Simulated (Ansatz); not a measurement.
`C[NH][Ga]([Cl])[Cl]` + `OC1=C(F)C1` → `COC1=C(F)C1` + `[NH2][Ga]([Cl])[Cl]`  (substitution at a C–N bond)

Calculated with Ansatz (gas phase, PBE0-D4/def2-TZVP geometries, no zero-point term in ΔE). CCSD(T)/CBS adds triple-zeta CCSD(T) − MP2 to the extrapolated MP2 energy (def2 sets, frozen cores). Functionals use def2-TZVPP. For Ga outer-core shells are correlated without core-valence functions, which leaves a few kJ/mol of doubt a bond. Scalar relativity is left out up to krypton. Each species was taken in one conformer, which may not be the lowest.

```tsv
level	ΔE (kcal/mol)
r2SCAN-D4	0.7
PBE0-D4	1.7
ωB97X-V	0.7
PBE	1.5
CCSD(T)/def2-TZVPP	1.0
HF/def2-QZVPP	-0.9
HF/CBS(def2)	-0.9
MP2/CBS(def2)	1.6
```

Task: What does CCSD(T)/CBS give? (Best estimate.)

Result: Computed: +1.3 kcal/mol. The listed levels differ from it by -0.6, 0.4, -0.6, 0.2, -0.3, -2.2, -2.2, 0.3 kcal/mol.

Largest T1 diagnostic among the species: 0.012.

In def2-TZVPP, CCSD(T) changes the Hartree–Fock value by +1.9 kcal/mol (the triples alone add +0.0 kcal/mol) and MP2 by +2.2 kcal/mol.
